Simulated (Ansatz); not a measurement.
Compare A (`[SiH3]CN[SiH2]Cl`) with its isomer B (`NC[SiH2][SiH2]Cl`).

Computed with Ansatz on PBE0-D4/def2-TZVP structures; ΔE is electronic, products minus reactants. CBS: MP2 limit from def2 TZ/QZ plus the TZ coupled-cluster correction, frozen cores. Functionals use def2-TZVPP. B3LYP here is the variant with VWN-RPA as its local correlation; programs differ in this. One conformer a species, not always the lowest.

Which isomer does CCSD(T)/CBS put lower? Give the gap. (Best estimate.)

Computed: A, by 67.9 kJ/mol.

Give E(B) − E(A) in kJ/mol with B3LYP-D4, PBE-D4, B2PLYP, HF/def2-TZVPP, ωB97M-V, CCSD(T)/def2-TZVPP, CCSD/def2-TZVPP. (Best estimate.)

The calculation gave: B3LYP-D4 68.2, PBE-D4 51.0, B2PLYP 71.7, HF/def2-TZVPP 80.1, ωB97M-V 71.7, CCSD(T)/def2-TZVPP 68.8, CCSD/def2-TZVPP 70.1. None reverses the order clearly.

Largest T1 diagnostic: 0.011.

In def2-TZVPP, CCSD(T) changes the Hartree–Fock value by −11.3 kJ/mol (the triples alone add −1.3 kJ/mol) and MP2 by −3.6 kJ/mol. From PBE to PBE0 (25 % exact exchange), in def2-TZVPP and without D4, E(B) − E(A) moves by +4.6 kJ/mol.
